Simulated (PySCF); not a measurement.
How methods differ on the excitation energy of Ho

Ho [Xe] 4f11 6s2 (high-spin determinant) → Ho [Xe] 4f11 5d2 (high-spin determinant), as a difference of total energies. All numbers are calculated (PySCF 2.14, scalar relativity by spin-free X2C-1e, in cc-pVDZ-X2C (8s7p5d3f1g, 84 functions)). Correlated levels: valence: [Kr] 4d10 frozen; valence and next inner shell: [Ar] 3d10 frozen. The calculations carry no spin-orbit coupling.

```
                                method  excitation energy (cm⁻¹)
                                   UHF                     42617
                                   LDA                     42314
                                  PBE0                     40745
                                 TPSSh                     38776
                                  MN15                     46691
                               r2SCANh                     38210
                         MP2 (valence)                     46033
                     SCS-MP2 (valence)                     48079
    MP2 (valence and next inner shell)                     46440
SCS-MP2 (valence and next inner shell)                     48379
```

A first-order spin-orbit estimate (lowest level to lowest level, LS coupling) adds 0.096 eV.

In the upper state the promoted electron has a positive orbital energy at LDA, r2SCANh, so the basis confines it.

The determinant of the upper state and of the lower state mixes LS terms, which raises its energy above the lowest term, most at the Hartree-Fock and MP2 levels.
